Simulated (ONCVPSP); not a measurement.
## Building the ONCV potential for F (Z = 9) (PBEsol, scalar-relativistic).

ONCVPSP 4.0.1 was run on this input:

```
# ATOM AND REFERENCE CONFIGURATION
# atsym  z   nc   nv     iexc    psfile
  F 9.00    1    2  -116133      upf
#
#   n    l    f
    1    0    2.00
    2    0    2.00
    2    1    4.00
#
# PSEUDOPOTENTIAL AND OPTIMIZATION
# lmax
    1
#
#   l,   rc,      ep,       ncon, nbas, qcut
    0    0.85    0.00    4    9    9.70
    1    1.05    0.00    4    9   15.70
#
# LOCAL POTENTIAL
# lloc, lpopt,  rc(5),   dvloc0
    4    5    0.65    0.00
#
# VANDERBILT-KLEINMAN-BYLANDER PROJECTORs
# l, nproj, debl
    0    2    0.90
    1    2    2.90
#
# MODEL CORE CHARGE
# icmod, fcfact, rcfact
    2    0.15    1.10
#
# LOG DERIVATIVE ANALYSIS
# epsh1, epsh2, depsh
   -3.00    5.00    0.02
#
# OUTPUT GRID
# rlmax, drl
    6.00    0.01
#
# TEST CONFIGURATIONS
# ncnf
    4
# nvcnf
#   n    l    f
    2
    2    0    2.00
    2    1    5.00
#
    2
    2    0    2.00
    2    1    3.00
#
    2
    2    0    2.00
    2    1    2.00
#
    2
    2    0    1.00
    2    1    5.00
#
```

Command:

```bash
oncvpsp.x < F.dat > F.out
```

Output (shortened: citation, most of the input echo, consistency checks and plot data are left out):

```
ONCVPSP  (Optimized Norm-Conservinng Vanderbilt PSeudopotential)
scalar-relativistic version 4.0.1

#   n    l    f        energy (Ha)
    1    0    2.00    -2.5058711E+01
    2    0    2.00    -1.7339173E+00
    2    1    4.00    -1.0370707E+00

Reference configufation results
  iterations    23
  all-electron total energy (Ha)   -9.87380723D+01

Begin loop to  construct optimized pseudo wave functions
and semi-local pseudopoentials for all angular momenta

WARNING wellstate: negative energy specified for n= 3 l=  0
WARNING scattering state with energy  0.25000000
WARNING will be used for the first projector

   Wellstate for l =  0  n =  3
     eigenvalue =   0.2500
     asymptotic potential =   0.7500
     half-point radius =  2.3477

Calculating optimized projector #   1

 for l=   0

    Fraction of norm inside rc  0.455851
    Optimizing pswf for qcut=   9.72 a_B^-1,  ecut=  47.24 Ha
    Residual kinetic energy error=  4.24D-04 Ha

    Energy error per electron        Cutoff
         Ha          eV             Ha
         0.01000     0.27211       30.18
         0.00100     0.02721       42.65
         0.00010     0.00272      139.96
         0.00001     0.00027      323.06

Calculating optimized projector #   2

 for l=   0

    Fraction of norm inside rc  0.068912
    Optimizing pswf for qcut=   9.72 a_B^-1,  ecut=  47.24 Ha
    Residual kinetic energy error=  1.22D-04 Ha

    Energy error per electron        Cutoff
         Ha          eV             Ha
         0.01000     0.27211       21.78
         0.00100     0.02721       36.79
         0.00010     0.00272       48.48
         0.00001     0.00027      133.75

   Wellstate for l =  1  n =  4
     eigenvalue =   1.8629
     asymptotic potential =   2.3629
     half-point radius =  2.9475

Calculating optimized projector #   1

 for l=   1

    Fraction of norm inside rc  0.630955
    Optimizing pswf for qcut=  15.69 a_B^-1,  ecut= 123.06 Ha
    Residual kinetic energy error=  6.23D-09 Ha

    Energy error per electron        Cutoff
         Ha          eV             Ha
         0.01000     0.27211       52.36
         0.00100     0.02721       69.41
         0.00010     0.00272       84.14
         0.00001     0.00027       96.22

Calculating optimized projector #   2

 for l=   1

    Fraction of norm inside rc  0.059794
    Optimizing pswf for qcut=  15.69 a_B^-1,  ecut= 123.06 Ha
    Residual kinetic energy error=  1.05D-08 Ha

    Energy error per electron        Cutoff
         Ha          eV             Ha
         0.01000     0.27211       44.97
         0.00100     0.02721       64.86
         0.00010     0.00272       81.44
         0.00001     0.00027       95.46

Construct Vanderbilt / Kleinmman-Bylander projectors

B matrix Hermiticity error, ll=   0
   1   2    1.3132E-04

  Orthonormal projector coefficients  1.6795E+01  3.2974E+00

B matrix Hermiticity error, ll=   1
   1   2   -1.6264E-04

  Orthonormal projector coefficients -5.8735E+00 -1.1974E+00

Model core correction analysis
  based on d2Exc/dn_idn_j

d2excae - all-electron derivatives

   -6.080682D-02   -5.492176D-02
   -5.492345D-02   -5.597757D-02

d2excps - pseudofunction derivatives with no core correction

   -6.018302D-02   -5.775149D-02
   -5.775217D-02   -5.873762D-02

rms 2nd derivative error    2.450310E-03

amplitude prefactor, scale prefactor
    3.4667    1.4401

d2excps - pseudofunction derivatives with core correction

   -5.935041D-02   -5.655256D-02
   -5.655343D-02   -5.689122D-02

rms 2nd derivative error    1.438075E-03

Pseudoatom total energy  -23.363956

Diagnostic tests using Vanderbilt-Kleinman-Bylander pseudopotentials
  1 or more projectors used as specified by nproj input data

   l    rcore       rmatch      e in        delta e   norm test  slope test

   0   0.8532584   0.8791652  -1.7339173  -0.0000302   1.0000704   1.0001257
   0   0.8532584   0.8791652   0.2500000   0.0000062   1.0002105   1.0002105

   1   1.0519859   1.0839265  -1.0370707  -0.0000138   1.0000578   1.0000789
   1   1.0519859   1.0839265   1.8629293   0.0000008   1.0002088   1.0002088

 Testing for bound ghosts
   n   l    E NL Schr. Eq   E Basis Diag.   E Cutoff

   1   0       -1.733947       -1.711464    477.14

   2   1       -1.037084       -1.027737    356.41

 Testing for highly-localized positive-energy ghosts
       l    <radius>/rc     E Basis Diag.   E Cutoff

Test configuration 0

   n   l     f        eae           eps        diff
   1   0  2.0000  -25.05871057
   2   0  2.0000   -1.73391728   -1.73394748   -3.02D-05
   2   1  4.0000   -1.03707069   -1.03708448   -1.38D-05

    Total energies and differences
      AE_ref= -9.87380723D+01  AE_tst= -9.87380723D+01  dif=  0.00D+00
      PS_ref= -2.33639563D+01  PS_tst= -2.33639563D+01  dif= -7.11D-15
      PSP excitation error=  7.11D-15

Test configuration 1

   n   l     f        eae           eps        diff
   1   0  2.0000  -24.29729709
   2   0  2.0000   -1.09221012   -1.09183924    3.71D-04
   2   1  5.0000   -0.40614829   -0.40635178   -2.03D-04

    Total energies and differences
      AE_ref= -9.87380723D+01  AE_tst= -9.94479506D+01  dif= -7.10D-01
      PS_ref= -2.33639563D+01  PS_tst= -2.40740516D+01  dif= -7.10D-01
      PSP excitation error=  2.17D-04

Test configuration 2

   n   l     f        eae           eps        diff
   1   0  2.0000  -26.01773783
   2   0  2.0000   -2.48991970   -2.48994123   -2.15D-05
   2   1  3.0000   -1.79621314   -1.79474880    1.46D-03

    Total energies and differences
      AE_ref= -9.87380723D+01  AE_tst= -9.73313756D+01  dif=  1.41D+00
      PS_ref= -2.33639563D+01  PS_tst= -2.19577603D+01  dif=  1.41D+00
      PSP excitation error=  5.01D-04

Test configuration 3

   n   l     f        eae           eps        diff
   1   0  2.0000  -27.15917811
   2   0  2.0000   -3.34176194   -3.34053799    1.22D-03
   2   1  2.0000   -2.66750771   -2.66178814    5.72D-03

    Total energies and differences
      AE_ref= -9.87380723D+01  AE_tst= -9.51084546D+01  dif=  3.63D+00
      PS_ref= -2.33639563D+01  PS_tst= -1.97380306D+01  dif=  3.63D+00
      PSP excitation error=  3.69D-03

Test configuration 4

   n   l     f        eae           eps        diff
   1   0  2.0000  -25.05902907
   2   0  1.0000   -1.74046665   -1.74006709    4.00D-04
   2   1  5.0000   -1.04174687   -1.04254608   -7.99D-04

    Total energies and differences
      AE_ref= -9.87380723D+01  AE_tst= -9.80402853D+01  dif=  6.98D-01
      PS_ref= -2.33639563D+01  PS_tst= -2.26667610D+01  dif=  6.97D-01
      PSP excitation error=  5.92D-04
```

The run took about 3.1 s on one core of a shared server CPU.
